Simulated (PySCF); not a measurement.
Germanium: a sound run and one with changed settings

Sound run: Ge²⁺ [Ar] 3d10 4s2, Ge³⁺ [Ar] 3d10 4s1. Computed with PySCF 2.14 in aug-cc-pVDZ-PP with ECP10MDF, with scalar relativity through the core potential. In the sound run the correlated levels freeze 3s2 3p6 3d10 outside the core potential. The sound run starts from symmetry-adapted Hartree-Fock orbitals and uses a fine grid where one is needed.

A second run was set up differently.

```
species   method  sound run (hartree)  changed run (hartree)  converged
   Ge²⁺      UHF           -292.51007             -292.51007        yes
   Ge²⁺    B3LYP           -293.70016             -293.70016        yes
   Ge²⁺   M06-2X           -293.80152             -293.80152        yes
   Ge²⁺      MP2           -292.53557             -292.51720        yes
   Ge²⁺  CCSD(T)           -292.54785             -292.54785        yes
   Ge³⁺      UHF           -291.32632             -291.32632        yes
   Ge³⁺    B3LYP           -292.43439             -292.43439        yes
   Ge³⁺   M06-2X           -292.55218             -292.55218        yes
```

Ionisation energy of Ge²⁺:

```
 method  sound run (eV)  changed run (eV)
    UHF          32.211            32.211
  B3LYP          34.443            34.443
 M06-2X          33.996            33.996
    MP2          32.905            32.405
SCS-MP2          33.044            32.444
   CCSD          33.239            33.239
CCSD(T)          33.239            33.239
  CCSDT          33.239            33.239
    FCI          33.239            33.239
```

(1) What was changed?
A. angular grid far too coarse
B. minimal basis
C. too few SCF iterations
D. level shift left on

Answers

(1) D. It used initial guess minao, at most 50 SCF cycles, level shift 2.0 hartree. A level shift leaves the converged SCF energy unchanged but raises the virtual orbital energies, which shrinks MP2 if it is not removed.
